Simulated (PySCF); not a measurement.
# Exercise with solution: chemical shift, span and skew from a shielding tensor

Al(F)(Me)(SiH3) (CH6AlFSi), SMILES [CH3][Al]([F])[SiH3]. Atoms are numbered in the order given.

```xyz
10

Al     0.3082    -0.3256     0.2785
F      1.8067    -0.7105    -0.3656
C     -0.1337    -1.1144     1.9987
H     -0.1104    -2.2169     1.9391
H     -1.1259    -0.8202     2.3766
H      0.6141    -0.8320     2.7607
Si    -1.0555     1.1856    -1.0868
H     -2.4184     1.3929    -0.4994
H     -1.2366     0.6579    -2.4777
H     -0.4103     2.5336    -1.2074
```

The structure is a stationary point at r2SCAN-D4/def2-SVP. The geometry has at least one imaginary mode, so it is a saddle point at that level. The structure was generated by enumeration; whether it is a known compound was not checked.

GIAO shieldings from B3LYP/pcSseg-1 (PySCF), non-relativistic, no solvent. The symmetric part of the tensor of F2 has the principal values 135.5, 323.8, 364.6 ppm. The same nucleus in CFCl3 has σ = 161.7 ppm at this level (PySCF, at its B3LYP-D3(BJ)/def2-TZVP geometry).

### Question
Work out the isotropic shielding, the ¹⁹F shift against CFCl3, the span and the skew.

### Answer

σ(iso) = (σ11 + σ22 + σ33)/3 = 274.6 ppm. δ = σ(ref) − σ(iso) = 161.7 − (274.6) = -112.9 ppm.
Span Ω = σ33 − σ11 = 229.1 ppm. Skew κ = 3(σ(iso) − σ22)/Ω = -0.64. Tumbling in solution averages the tensor to δ; in a static solid the shielding alone would spread this spin-1/2 line over Ω.
